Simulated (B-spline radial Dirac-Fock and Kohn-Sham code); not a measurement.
**The N4-O23O23 Auger spectrum of Ir³⁺**

System: the Ir³⁺ ion, 1s2 2s2 2p6 3s2 3p6 3d10 4s2 4p6 4d10 4f14 5s2 5p6 5d6.

Calculated with an atomic code on a B-spline grid, using relaxed Dirac-Fock hole states (ΔSCF) with Breit and QED corrections and a finite nucleus. The two-hole levels come from diagonalising the Coulomb interaction among the jj configurations; intensities are independent-particle Coulomb rates. Kinetic energies are from the vacuum level. Electron correlation is not included. Open outer shells are spectators and are not coupled to the holes.

```
kinetic energy (eV)  J  leading jj holes (weight)  leading LS term (weight)  intensity (%)
              128.1  0                O2O2 (0.98)                ³P0 (0.54)           13.6
              143.1  2                O2O3 (0.99)                ¹D2 (0.75)           65.7
              145.2  1                O2O3 (1.00)                ³P1 (1.00)            2.0
              155.1  0                O3O3 (0.98)                ¹S0 (0.54)            0.0
              158.6  2                O3O3 (0.99)                ³P2 (0.75)           18.7
```

The strongest line, by its leading LS label ¹D2, lies at 143.1 eV. The mean weight of the leading component is 0.99 in jj and 0.72 in LS coupling, so jj labels describe these levels better.
